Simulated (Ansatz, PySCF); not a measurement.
Zn(Et) (C₂H₅Zn), SMILES C[CH2][Zn+], charge +1. Atoms are numbered in the order given.

```xyz
8

Zn    -0.0608    -0.8739     0.0000
C      0.6651     1.0199     0.0000
C     -0.4087     2.0641     0.0000
H      1.2890     0.9805     0.9065
H      1.2890     0.9805    -0.9065
H     -1.0405     2.0466    -0.8983
H     -1.0405     2.0466     0.8983
H      0.1135     3.0416     0.0000
```
Charge +1, spin multiplicity 1.

Geometry: PBE0-D3(BJ)/def2-SVP. The multiplicity is an assumed one; other spin states were not compared. The isomer is the one that the SMILES or the coordinates give; other isomers of the formula were not compared.

Two levels are set side by side: PBE-D3(BJ)/def2-SVP (Ansatz, a first-principles code) and PBE0-D3(BJ)/def2-SVP (Ansatz). Each level has its own optimised geometry; the coordinates shown are those of the second. Frequencies come from the Hessian of PySCF at each geometry. Differences are taken from unrounded values.

| quantity | PBE0-D3(BJ) | PBE-D3(BJ) | PBE-D3(BJ) minus PBE0-D3(BJ) |
|---|---|---|---|
| mean bond length (Å) | 1.290 | 1.298 | 0.008 |
| bond Zn1–C2 (Å) | 2.028 | 2.039 | 0.010 |
| bond C2–C3 (Å) | 1.498 | 1.499 | 0.001 |
| bond C2–H4 (Å) | 1.101 | 1.110 | 0.008 |
| bond C2–H5 (Å) | 1.101 | 1.110 | 0.008 |
| bond C3–H6 (Å) | 1.098 | 1.106 | 0.008 |
| bond C3–H7 (Å) | 1.098 | 1.106 | 0.008 |
| bond C3–H8 (Å) | 1.108 | 1.119 | 0.011 |
| highest harmonic wavenumber (cm⁻¹) | 3199 | 3111 | -88 |
| mean harmonic wavenumber (cm⁻¹) | 1566 | 1515 | -51 |
| zero-point energy (kcal/mol) | 40.30 | 38.99 | -1.31 |

Exact exchange shortens and stiffens bonds; PBE has none. Differences between two approximate levels are no errors against the true value.
